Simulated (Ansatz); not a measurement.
Compare A (`[SeH][SiH]1BS1`) with its isomer B (`B1S[SiH2][Se]1`).

Isolated molecules relaxed with PBE0-D4/def2-TZVP in Ansatz; ΔE leaves out vibrations. CCSD(T)/CBS is the MP2 limit (def2-TZVPP, def2-QZVPP) plus CCSD(T) − MP2 in def2-TZVPP, frozen cores. DFT in def2-TZVPP. B3LYP here is the variant with VWN-RPA as its local correlation; programs differ in this. For Se outer-core shells are correlated without core-valence functions, which leaves a few kJ/mol of doubt a bond. Scalar relativity is left out up to krypton. One conformer a species, not always the lowest.

Task: Which isomer does CCSD(T)/CBS put lower? Give the gap. (Best estimate.)

Result: Ansatz gave: B, by 35.1 kcal/mol.

Task: Give E(B) − E(A) in kcal/mol with CCSD(T)/def2-TZVPP, B2PLYP, CCSD(T)/def2-SVP, HF/def2-TZVPP, B3LYP, ωB97M-V, B3LYP-D4. (An estimate is asked.)

Result: Ansatz gave: CCSD(T)/def2-TZVPP -34.6, B2PLYP -34.0, CCSD(T)/def2-SVP -33.1, HF/def2-TZVPP -37.0, B3LYP -32.2, ωB97M-V -34.4, B3LYP-D4 -33.2. None reverses the order clearly.

Task: Does the order hold for the free energy at 298.15 K (harmonic terms from PBE0-D4)? (Estimate.)

Result: The calculation gave: Yes: G(B) − G(A) = -33.4 kcal/mol, for one conformer each.

Largest T1 diagnostic: 0.014.

From PBE to PBE0 (25 % exact exchange), in def2-TZVPP and without D4, E(B) − E(A) moves by −2.1 kcal/mol. Leaving LDA and LC-ωPBE aside and taking each functional with its dispersion term where it has one, the values, not all of them listed here, spread over 4.5 kcal/mol, from PBE-QIDH to BLYP-D4. LDA lies −1.2 kcal/mol from PBE without D4.
